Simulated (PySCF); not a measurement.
## `S[C@@H]1[C@@H](C)C[C@@H](F)C1`, C6H11FS

Molfile (atoms numbered from 1):
```
C6H11FS
     RDKit          3D

 19 19  0  0  0  0  0  0  0  0999 V2000
    2.1457    0.0683   -0.1107 C   0  0  0  0  0  0  0  0  0  0  0  0
    0.6592    0.2875   -0.3425 C   0  0  1  0  0  0  0  0  0  0  0  0
   -0.0333   -0.8774   -1.0687 C   0  0  0  0  0  0  0  0  0  0  0  0
   -1.4581   -0.9679   -0.4978 C   0  0  1  0  0  0  0  0  0  0  0  0
   -1.6256   -2.1866    0.1348 F   0  0  0  0  0  0  0  0  0  0  0  0
   -1.5830    0.1602    0.5274 C   0  0  0  0  0  0  0  0  0  0  0  0
   -0.1418    0.4126    0.9572 C   0  0  2  0  0  0  0  0  0  0  0  0
    0.1052    1.9904    1.8279 S   0  0  0  0  0  0  0  0  0  0  0  0
    2.3134   -0.8501    0.4476 H   0  0  0  0  0  0  0  0  0  0  0  0
    2.5601    0.8972    0.4590 H   0  0  0  0  0  0  0  0  0  0  0  0
    2.6740    0.0003   -1.0586 H   0  0  0  0  0  0  0  0  0  0  0  0
    0.5206    1.2074   -0.9227 H   0  0  0  0  0  0  0  0  0  0  0  0
   -0.0401   -0.7347   -2.1475 H   0  0  0  0  0  0  0  0  0  0  0  0
    0.4804   -1.8146   -0.8527 H   0  0  0  0  0  0  0  0  0  0  0  0
   -2.2393   -0.9331   -1.2643 H   0  0  0  0  0  0  0  0  0  0  0  0
   -1.9950    1.0497    0.0477 H   0  0  0  0  0  0  0  0  0  0  0  0
   -2.2298   -0.1244    1.3554 H   0  0  0  0  0  0  0  0  0  0  0  0
    0.1798   -0.3455    1.6746 H   0  0  0  0  0  0  0  0  0  0  0  0
   -0.3022    2.7701    0.8264 H   0  0  0  0  0  0  0  0  0  0  0  0
  1  2  1  0
  2  3  1  0
  3  4  1  0
  4  5  1  0
  4  6  1  0
  6  7  1  0
  7  8  1  0
  7  2  1  0
  1  9  1  0
  1 10  1  0
  1 11  1  0
  2 12  1  6
  3 13  1  0
  3 14  1  0
  4 15  1  6
  6 16  1  0
  6 17  1  0
  7 18  1  1
  8 19  1  0
M  END
```

Method used: PySCF, TDDFT CAM-B3LYP/def2-SVPD circular dichroism and optical rotation, one conformer, gas phase. Geometry: GFN2-xTB.

The molecule is flexible and this is one conformer; a measurement averages over conformers. States above about 8.2 eV (minus the energy of the highest occupied orbital) lie near or above the ionisation threshold and depend on the basis.

Stereocentres: C2 S, C4 R, C7 S.

What is the specific rotation at 633, 589.3, 546, 436, 405, 365, 355 nm?

[α] in deg dm⁻¹ (g/mL)⁻¹:
| λ (nm) | origin-invariant length gauge | modified velocity gauge | length gauge (centre of mass) | isotropic polarisability (au) |
| --- | --- | --- | --- | --- |
| 633 | +67.1 | +62.3 | +68.8 | 91.1 |
| 589.3 | +78.4 | +72.9 | +80.4 | 91.4 |
| 546 | +92.9 | +86.4 | +95.2 | 91.7 |
| 436 | +156.6 | +145.9 | +160.4 | 93.3 |
| 405 | +187.6 | +175.1 | +192.2 | 94.0 |
| 365 | +245.4 | +229.5 | +251.4 | 95.2 |
| 355 | +264.6 | +247.5 | +270.9 | 95.6 |

And for the mirror image at 589.3 nm?

-78.4 deg dm⁻¹ (g/mL)⁻¹ (origin-invariant length gauge): the same size and the opposite sign.

What is the molar rotation [Φ] = [α]·M/100 of the geometry above at 589.3 nm?

With M = 134.21 g/mol, +105.3 deg cm² dmol⁻¹ (origin-invariant length gauge).

The first excitation lies at 5.55 eV (223 nm) with R = +2.0 × 10⁻⁴⁰ esu² cm² (velocity form).
